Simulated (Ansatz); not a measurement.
The cluster Sn₃S₃, relaxed as a singlet with RKS r2SCAN-D4/def2-SVP in Ansatz, starting from the GFN1-xTB geometry. Force threshold 0.02 eV/Å.

In the def2 sets Sn takes a core potential; there is no spin–orbit coupling. Another isomer (singlet) lies 0.72 eV lower at PBE0-D4/def2-TZVP; other spin states weren't run for this one.

Start:

```tsv
atom	x (Å)	y (Å)	z (Å)
Sn1	-1.978	1.511	0.379
Sn2	2.330	0.947	0.031
Sn3	-0.353	-2.459	-0.412
S4	0.310	2.188	0.320
S5	1.755	-1.343	-0.320
S6	-2.063	-0.844	0.002
```

(1) Estimate the energy that the relaxation releases and the steps that it takes.

(2) Does the start keep its bonding?

(3) Predict the relaxed structure.

Results:

(1) 28.7 kJ/mol, in 15 steps; 43 s on 4 threads of Arm Neoverse V1 on a shared host. The force fell under the threshold at step 4, but the optimiser went on and released 0.065 eV more. No frequencies were taken in this run, so the end may be a saddle point.

(2) By distances, no bond broke or formed. The bond that changes most is Sn2–S4, from 2.39 to 2.47 Å (atoms count from 1).

(3) 
```xyz
6

Sn   -1.915    1.482    0.564
Sn    2.254    0.909    0.395
Sn   -0.384   -2.161   -0.969
S     0.273    2.197   -0.318
S     1.810   -1.458   -0.093
S    -2.039   -0.968    0.420
```
Bond lengths (bridged metal pairs left out): 6 × S–Sn 2.46 to 2.47 Å.
